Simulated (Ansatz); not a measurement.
`C=C[SiH2]N[SiH2]O`. The species carries charge 0 and has multiplicity 1. The structure was optimised at the PBE0-D4/def2-TZVP level. It is one conformer, not always the lowest.

```xyz
15

C     1.181    1.096   -1.460
C     0.482    1.834   -0.601
Si   -0.231    1.152    0.979
N     0.099   -0.533    1.167
Si   -0.802   -1.855    0.537
O    -0.333   -2.371   -0.957
H     1.377    0.043   -1.273
H     1.594    1.506   -2.377
H     0.325    2.886   -0.838
H    -1.707    1.331    0.961
H     0.336    1.902    2.132
H     1.013   -0.760    1.536
H    -0.602   -3.041    1.398
H    -2.214   -1.396    0.493
H    -0.517   -1.793   -1.699
```

Task: What is the dipole moment at PBE/def2-TZVPP? (An estimate is asked.)

Result: Ansatz gave: 1.47 D, with components (0.73, 1.09, -0.66) D in this frame, pointing from negative to positive charge.

Task: And with r2SCAN, B3LYP, ωB97M-V? (An estimate is asked.)

Result: Computed: r2SCAN 1.51 D, B3LYP 1.48 D, ωB97M-V 1.51 D.

Task: Give the Mulliken charges with PBE, ωB97M-V, B3LYP in def2-TZVPP. (Best estimate.)

Result: Computed: 
```csv
atom,PBE,ωB97M-V,B3LYP
C1,-0.22,-0.24,-0.24
C2,-0.14,-0.20,-0.18
Si3,0.29,0.32,0.38
N4,-0.28,-0.36,-0.34
Si5,0.39,0.42,0.49
O6,-0.35,-0.38,-0.39
H7,0.09,0.10,0.10
H8,0.10,0.11,0.11
H9,0.08,0.10,0.09
H10,-0.06,-0.02,-0.07
H11,-0.07,-0.03,-0.08
H12,0.13,0.11,0.12
H13,-0.07,-0.04,-0.08
H14,-0.09,-0.05,-0.09
H15,0.18,0.18,0.18
```

B3LYP here is the variant with VWN-RPA as its local correlation; programs differ in this.
